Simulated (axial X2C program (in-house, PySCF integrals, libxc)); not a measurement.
## MoH⁻: properties at the nuclei

Computed with an axial X2C code built on PySCF integrals: two-component X2C with atomic mean-field Coulomb and Gaunt terms, Gaussian nuclei, basis Mo dyall-acv3z, H dyall-av3z with contracted cores.

R = 1.746 Å (near the PBE0 minimum at charge -1 of the determinant lowest at the starting distance; the state shown can have its own minimum elsewhere).

Determinant lowest in the PBE0 search, Ω = 2 (⟨Sz⟩ = 2.00, ⟨Lz⟩ = 0.00 at PBE0), spin on the atoms Mo 2.02, H -0.03:

| level | Eeff magnitude (GV/cm) | Ws magnitude Mo (kHz) | A∥/gI Mo (MHz) | qzz Mo (a.u.) | A∥/gI H (MHz) | qzz H (a.u.) |
| --- | --- | --- | --- | --- | --- | --- |
| PBE0 | 1.49 | 0.364 | 174 | -1.00 | -6.38 | 0.09 |
| TPSSh | 1.27 | 0.299 | 166 | -0.97 | -4.92 | 0.09 |
| BHandHLYP | 1.71 | 0.416 | 87.2 | -1.23 | -6.53 | 0.09 |
| LDA | 0.902 | 0.209 | 150 | -0.64 | -4.22 | 0.08 |

Determinant 0.41 eV from it at PBE0 and this distance, Ω = 4 (⟨Sz⟩ = 3.00, ⟨Lz⟩ = 1.00 at PBE0), spin on the atoms Mo 3.10, H -0.11:

```
    level  Eeff magnitude (GV/cm)  Ws magnitude Mo (kHz)  A∥/gI Mo (MHz)  qzz Mo (a.u.)  A∥/gI H (MHz)  qzz H (a.u.)
     PBE0                   0.601                 0.0777             280          -0.23          -3.35          0.08
       HF                   0.545                 0.0691             170          -0.71          -5.68          0.09
    TPSSh                   0.674                  0.089             275          -0.24          -2.42          0.09
BHandHLYP                   0.694                 0.0889             255          -0.42          -2.74          0.09
      LDA                    1.05                  0.109             338           0.13          -1.76          0.08
```

Eeff is the effective electric field on the electron electric dipole moment in this Ω state and Ws the scalar–pseudoscalar constant of the nucleus named (defined with the proton number Z and per Ω); A∥ (defined per Ω) follows by multiplying with gI = μI/(I μN); qzz is the electric field gradient, eQq0 = 234.96 MHz × Q/barn × qzz. The operators were transformed with the bare-nucleus X2C matrices; with these basis sets, hyperfine constants and field gradients can be off by tens of per cent, and where levels differ in sign neither size nor sign is settled.

Question: With gI(95Mo) = -0.3657, Q(95Mo) = -0.022 barn, gI(1H) = 5.5857 (g factors from the IAEA table of nuclear moments by Stone; Q from Pyykkö, Mol. Phys. 2018), turn the PBE0 values of the first state into constants in MHz.

Answer: A∥(95Mo) = 174 × -0.3657 = -63.6 MHz; eQq0(95Mo) = 234.96 × (-0.022) × (-1.00) = 5.17 MHz; A∥(1H) = -6.38 × 5.5857 = -35.6 MHz.

Each state is one determinant with collinear spin, which with several unpaired electrons need not be a pure state. Unrestricted Hartree–Fock can overshoot spin polarisation at the nuclei. For an anion, determinants above electron detachment, or with a positive highest level, are held by the basis set. This is the top spin component of a Σ state; components of lower Ω are not single determinants and can lie lower. With several open shells hyperfine constants can be off by a factor of several. Open-shell Ω = 0 determinants with evenly filled partner blocks cannot be reached by this program, so the Ω shown need not be the lowest component. Left out as unconverged or as another state under the same occupation: HF in at least one table. At PBE0 a later determinant lies lower. States lie within half an eV, so the first need not be the ground state. Further determinants of the search, some of them spin-mixed, are not shown. PBE0 term energies can be off by some tenths of an eV.
